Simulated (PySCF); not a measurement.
# Steps of a relaxation of [Yb(NH2)2]+

[Yb(NH2)2]+ (singlet in the valence; each metal's 4f electrons, 13 of them, lie in its core potential, out of spins and levels). PySCF 2.14.0, RKS PBE0, Yb lcecp-1-SVP with ECP59, N def2-SVP, H def2-SVP; non-relativistic Hamiltonian with scalar-relativistic core potentials where named; density fitting; no spin-orbit coupling. Origin of the start: displaced along the imaginary mode. Columns: position (Å) and force (eV/Å). Energies are counted from the last step; some of the 24 steps are shown. Forces carry noise of the integration grid, about 0.01 to 0.03 eV/Å.

Run from Python with OMP_NUM_THREADS=2. Where DIIS fails, smearing, a level shift and second-order steps follow.
It took 68 s on 2 threads of Arm Neoverse V2, with other jobs on the host, from the converged density of the start.

```xyz
7
step 0  E = 0.491 eV
Yb    0.0000    0.0000   -0.1803     0.00    0.00   -0.06
N     1.7302    0.0058    0.9221     0.74    0.08    0.87
H     2.0060   -0.7825    1.5646    -0.24    1.08   -0.59
H     2.3230    0.8362    1.1817    -0.54   -1.11   -0.24
N    -1.7302   -0.0058    0.9221    -0.74   -0.08    0.87
H    -2.0060    0.7825    1.5646     0.24   -1.08   -0.59
H    -2.3230   -0.8362    1.1817     0.54    1.11   -0.24
```

```xyz
7
step 8  E = 0.095 eV
Yb    0.0000    0.0000   -0.2554     0.00    0.00    0.00
N     1.6228    0.0835    0.9650     0.04   -0.21    0.56
H     1.6580   -0.3392    1.9137    -0.03    0.40   -0.60
H     2.5065    0.5803    0.8272     0.02   -0.12    0.05
N    -1.6228   -0.0835    0.9650    -0.04    0.21    0.56
H    -1.6580    0.3392    1.9137     0.03   -0.40   -0.60
H    -2.5065   -0.5803    0.8272    -0.02    0.12    0.05
```

```xyz
7
step 15  E = 0.010 eV
Yb    0.0000    0.0000   -0.2812     0.00    0.00   -0.02
N     1.5975    0.1608    0.9598     0.03   -0.10    0.12
H     1.5048   -0.0037    1.9683     0.03    0.08   -0.11
H     2.5880    0.3504    0.7907    -0.06    0.01    0.00
N    -1.5975   -0.1608    0.9598    -0.03    0.10    0.12
H    -1.5048    0.0037    1.9683    -0.03   -0.08   -0.11
H    -2.5880   -0.3504    0.7907     0.06   -0.01    0.00
```

Question: Where does the relaxation end?

Answer: It converges at step 23 in C2v:
```xyz
7
step 23  E = 0
Yb    0.0000    0.0000   -0.2625
N     1.6073    0.1620    0.9666
H     1.5303    0.1672    1.9862
H     2.6028    0.2548    0.7566
N    -1.6073   -0.1620    0.9666
H    -1.5303   -0.1672    1.9862
H    -2.6028   -0.2548    0.7566
```

Question: How did the contacts change?

Answer: 
| contact | start (Å) | end (Å) |
| --- | --- | --- |
| Yb1–N2 (NH2) | 2.051 | 2.030 |
| Yb1–N5 (NH2) | 2.051 | 2.030 |


An lcecp potential fixes the number of 4f electrons, so in runs with it no electron can move into or out of that shell.
